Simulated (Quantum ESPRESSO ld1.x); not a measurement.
Results of a calculation; reference values are marked as such.
Problem. Li II, configuration 1s1 2s1 (not the ground configuration). Level of theory: non-relativistic Kohn-Sham, LDA (Slater exchange, Perdew-Zunger correlation), spin-polarised, spherical densities, point nucleus; open shells are filled with parallel spins first (ld1.x of Quantum ESPRESSO 7.5). Some entries of the table are withheld. Estimate them.

| orbital | occ. | eigenvalue (hartree) | <r> (bohr) | <1/r> (bohr^-1) |
|---|---|---|---|---|
| 1s up | 1 | (1) | 0.5157 | 2.938 |
| 1s down | 0 | (2) | 0.5802 | 2.654 |
| 2s up | 1 | -0.4802 | 2.480 | 0.5802 |
| 2p up | 0 | -0.3995 | 2.318 | 0.5499 |
| 2s down | 0 | -0.3400 | 2.938 | 0.4947 |
| 2p down | 0 | -0.2698 | 2.869 | 0.4472 |
| 3s up | 0 | -0.1286 | 6.444 | 0.2237 |
| 3s down | 0 | -0.1036 | 7.619 | 0.1915 |

Solution. 
(1) 1s up eigenvalue (hartree): -3.2697
(2) 1s down eigenvalue (hartree): -2.4356
